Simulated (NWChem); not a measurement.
System: C₂H₇BClN; SMILES ClB(CC)N

Here is an NWChem input.

```
start job
memory heap 200 mb stack 900 mb global 1100 mb
geometry units angstroms
  B     -0.062770     0.207970    -0.023502
  Cl     0.767750     0.155791     1.508861
  C     -0.210705    -1.130344    -0.871263
  C     -0.940200    -0.982854    -2.207902
  H     -0.726070    -1.881290    -0.273702
  H      0.786320    -1.547697    -1.061922
  H     -0.412283    -0.281713    -2.858293
  H     -1.950218    -0.620940    -2.056760
  H     -0.996536    -1.940426    -2.720995
  N     -0.559964     1.432342    -0.430436
  H     -0.463888     2.275774     0.110222
  H     -1.053137     1.566975    -1.295980
end
basis spherical
  * library def2-svp
end
dft
  xc pbe0
  iterations 150
end
driver
  maxiter 120
end
task dft optimize
```

No frequency run checked for a minimum.

The level has its own optimisation.

Q: What results follow from this input? (PBE0/def2-SVP.) Quantities: r B–Cl (Å); r B–C (Å); r B–N (Å); r C–C (Å); dipole (D).

A: 
```json
{
  "r B–Cl (Å)": "1.791",
  "r B–C (Å)": "1.575",
  "r B–N (Å)": "1.392",
  "r C–C (Å)": "1.524",
  "dipole (D)": "2.57"
}
```
